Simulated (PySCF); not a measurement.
borazine (B₃H₆N₃), SMILES N1BNBNB1.

The structure is a stationary point at B3LYP-D3(BJ)/def2-SVP.

Calculation: TDDFT-PBE/def2-SVPD (PySCF).

Vertical excitations; the highest root listed may be one member of a degenerate set. The molecule is in vacuum. State labels are in the subgroup C2v.

Computed UV-visible absorptions:
```csv
state,symmetry,energy (eV),λ (nm),f,main pairs
S1,B1,6.30,197,0.000,"HOMO→LUMO 50 %, HOMO−1→LUMO+1 50 %"
S2,A1,6.73,184,0.000,"HOMO→LUMO+1 49 %, HOMO−1→LUMO 49 %"
S3,B2,6.79,183,0.000,HOMO→LUMO+2 (degenerate set)
S4,A2,6.79,183,0.000,HOMO−1→LUMO+2 (degenerate set)
S5,A2,6.99,177,0.000,"HOMO−2→LUMO 50 %, HOMO−3→LUMO+1 50 %"
S6,B2,7.09,175,0.000,"HOMO−2→LUMO+1, HOMO−3→LUMO (degenerate set)"
S7,A2,7.09,175,0.000,"HOMO−3→LUMO+1, HOMO−2→LUMO (degenerate set)"
S8,A1,7.15,173,0.303,"HOMO−1→LUMO, HOMO→LUMO+1 (degenerate set)"
S9,B1,7.15,173,0.303,"HOMO−1→LUMO+1, HOMO→LUMO (degenerate set)"
S10,B2,7.15,173,0.028,"HOMO−3→LUMO, HOMO−2→LUMO+1 (degenerate set)"
T1,A1,5.66,219,0,"HOMO−1→LUMO 49 %, HOMO→LUMO+1 49 %"
T2,A1,5.90,210,0,"HOMO→LUMO+1, HOMO−1→LUMO (degenerate set)"
T3,B1,5.90,210,0,"HOMO→LUMO, HOMO−1→LUMO+1 (degenerate set)"
T4,B1,6.05,205,0,"HOMO−1→LUMO+1 50 %, HOMO→LUMO 50 %"
```
Triplets are in the Tamm–Dancoff approximation, which puts them higher than full response would, so one can lie above its singlet here.
